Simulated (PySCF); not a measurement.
**Radial density of B²⁺ (boron, charge +2)**

UHF, [He] 2p1, 2P determinant (an excited configuration). Calculation: PySCF 2.14, in aug-cc-pCVTZ-DK (7s6p4d2f, 59 functions); the spin-free X2C one-electron Hamiltonian (Gaussian nucleus).

| r (bohr) | 4πr²ρ (e/bohr) | 4πr²(ρα − ρβ) |
| --- | --- | --- |
| 0.00612 | 0.03124 | -0.0001 |
| 0.0103 | 0.08479 | -0.0003 |
| 0.0173 | 0.2214 | -0.0007 |
| 0.0291 | 0.5555 | -0.0017 |
| 0.0490 | 1.287 | -0.0039 |
| 0.0824 | 2.620 | -0.0072 |
| 0.139 | 4.286 | -0.0077 |
| 0.233 | 4.933 | 0.0144 |
| 0.392 | 3.263 | 0.1047 |
| 0.660 | 1.116 | 0.3319 |
| 1.11 | 0.6217 | 0.5809 |
| 1.87 | 0.4227 | 0.4225 |
| 3.14 | 0.07342 | 0.0734 |
| 5.28 | 0.0004402 | 0.0004 |

Densities and radii are taken from the X2C orbitals without a picture-change correction, which distorts them close to the nucleus.

Task: Where is the radial spin density 4πr²(ρα − ρβ) most negative, and why is it negative at all?

Result: Around r = 0.139 bohr, down to -0.0077 e/bohr: exchange with the open shell polarises the paired shells in an unrestricted calculation.
